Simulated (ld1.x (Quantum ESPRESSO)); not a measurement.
## Logarithmic derivatives: fluorine, ultrasoft

* Element: fluorine (F)
* Generator: ld1.x (Quantum ESPRESSO) 7.5
* Type: ultrasoft
* Functional: LDA (PZ)
* Relativity: scalar-relativistic
* Frozen core: [He]
* Valence charge: 7
* Reference configuration: 2s1 2p6
* Partial waves: 2s (bound): rcut 0.80, rcutus 0.85 bohr; 2s channel at -0.9 Ry: rcut 0.80, rcutus 0.85 bohr; 2p (bound): rcut 0.95, rcutus 1.00 bohr; 2p channel at -0.55 Ry: rcut 0.95, rcutus 1.00 bohr; 3d channel at 0.4 Ry: rcut 0.95, rcutus 1.10 bohr; 3d channel at 2.25 Ry: rcut 0.95, rcutus 1.10 bohr
* Local potential: all-electron potential smoothed inside 1.00 bohr (lloc = -2)
* Core correction: a·sin(br)/r model core inside 0.60 bohr
* Augmentation charge: built from norm-conserving waves at rcut, not smoothed further

The phase is arctan(r·u′/u) with u = r·R(r), unwrapped; energies in Ry, scanned from -4 to 5 Ry. A pole is an energy at which the radial function vanishes at the test radius. The pseudo phase is shifted by a multiple of π to meet the all-electron one at the reference energy, and phase errors are pseudo minus all-electron; the curves can meet again beyond the range given. Levels narrower than the energy grid can be missing from the lists of poles.

| channel | radius (bohr) | reference energy (Ry) | poles, all-electron | poles, pseudo | unbroken range about the reference energy with phases within 0.05 rad | phase error 1 Ry above the reference energy (rad) |
| --- | --- | --- | --- | --- | --- | --- |
| s | 1.20 | -2.21 | 1.38 | 1.38 | the whole range | +0.000 |
| p | 1.20 | -0.86 | 2.00 | 1.99 | the whole range | -0.000 |
| d | 1.20 | 0.40 | none | none | the whole range | +0.000 |

Phases in the d channel:

```tsv
E (Ry)	all-electron	pseudo
-4.00	1.259	1.259
-3.52	1.249	1.249
-3.04	1.238	1.238
-2.56	1.226	1.226
-2.08	1.213	1.213
-1.60	1.198	1.198
-1.12	1.181	1.181
-0.64	1.163	1.163
-0.16	1.142	1.142
0.32	1.118	1.118
0.80	1.090	1.090
1.28	1.057	1.057
1.76	1.019	1.019
2.24	0.973	0.973
2.72	0.917	0.917
3.20	0.848	0.848
3.68	0.762	0.762
4.16	0.653	0.652
4.64	0.512	0.512
```
